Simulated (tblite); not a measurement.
Compound: C6H14O2Si.
Cartesian coordinates in Å at the GFN2-xTB level; atoms count from 1:
```
atom  x, y, z in Å
C1     2.897    1.113    0.331
Si2    1.525   -0.145    0.672
C3     1.924   -1.757   -0.311
O4     1.112   -2.384   -0.950
O5     0.173    0.587    0.216
C6    -1.168    0.211   -0.064
C7    -2.039    1.403    0.339
C8    -1.562   -1.033    0.726
C9    -1.277   -0.062   -1.564
H10    3.843    0.757    0.726
H11    2.676    2.061    0.809
H12    3.030    1.303   -0.730
H13    1.506   -0.582    2.077
H14    2.970   -2.135   -0.274
H15   -1.945    1.588    1.406
H16   -3.081    1.206    0.104
H17   -1.718    2.293   -0.196
H18   -0.954   -1.877    0.411
H19   -1.410   -0.864    1.789
H20   -2.608   -1.268    0.551
H21   -0.632   -0.897   -1.828
H22   -2.301   -0.308   -1.830
H23   -0.964    0.815   -2.126
```

Level: GFN2-xTB in tblite, geometry and Hessian alike; calculated harmonic values, unscaled, isolated species. Against measured fundamentals such values can be off by several per cent, at times by over 20. Modes of hydrogen on silicon can be 10 to 20 % off. One conformer, not necessarily the lowest.

Harmonic wavenumbers (cm⁻¹): 43.3, 67.9, 73.5, 99.2, 104.0, 137.4, 173.2, 179.0, 209.5, 237.6, 266.2, 308.2, 330.8, 382.0, 392.4, 452.6, 472.9, 599.0, 610.4, 680.4, 698.5, 761.8, 792.9, 829.5, 834.4, 869.1, 948.4, 951.9, 963.4, 1031.6, 1036.0, 1096.5, 1202.9, 1244.4, 1251.5, 1372.7, 1374.9, 1392.1, 1393.5, 1414.5, 1469.0, 1481.8, 1483.2, 1485.0, 1486.5, 1488.5, 1489.1, 1503.9, 1737.9, 2168.9, 2684.8, 3036.5, 3038.5, 3040.5, 3041.6, 3044.1, 3045.2, 3048.0, 3050.1, 3052.2, 3054.9, 3056.5, 3058.8.

A = 1784, B = 1030, C = 798.2 MHz; mass 146.076 u (most abundant isotopes); point group C1, symmetry number 1.

Q: What is the zero-point energy?

A: ½Σν̃ = 41163 cm⁻¹ = 117.69 kcal/mol.

Q: What is S at 400 K and 1 bar for an ideal gas of classical rigid rotors and harmonic oscillators?

A: Translation 42.33, rotation 30.65, vibration 56.33: S = 129.3 cal/(mol K).

Q: And Cp and H(400 K) − H(0)?

A: Cp = 59.58 cal/(mol K), of which vibrations give 51.63 (their classical limit is 63 R = 125.2); H(400 K) − H(0) = 14.47 kcal/mol without the zero-point energy, 11.29 from vibrations.

Q: What must be added to the electronic energy to get the Gibbs energy at 400 K and 1 bar?

A: ZPE + [H(400 K) − H(0)] − T·S = 117.69 + 14.47 − 51.73 = 80.43 kcal/mol.

Q: How do the functions run with temperature in this model?

A: 
```csv
T (K),S (cal/(mol K)),Cp (cal/(mol K)),H − H(0) (kcal/mol),G − H(0) (kcal/mol),ln q(vib)
100,75.2,24.8,1.59,-5.93,2.65
200,96.5,37.4,4.73,-14.56,6.68
300,113.8,48.8,9.04,-25.09,10.51
500,143.7,69.0,20.91,-50.92,17.62
800,181.0,89.7,44.98,-99.80,27.28
1000,202.1,99.1,63.91,-138.15,33.13
```

q(vib) and H(0) count from the zero-point level.

Q: Blend soft modes into free rotors: weight 1/[1 + (100 cm⁻¹/ν̃)⁴] for the oscillator and the rest for a rotor with moment μB/(μ + B), μ = h/(8π²ν), B = 10⁻⁴⁴ kg m². What vibrational entropy results?

A: 51.69 cal/(mol K) in place of 56.33, which changes −T·S at 400 K by +1.86 kcal/mol.

Hindered rotation and anharmonicity are outside this model. Other conformers, if any are populated, would add a mixing term that is left out. The structure is chiral; the term R ln 2 for an equal mix with its mirror image is left out.
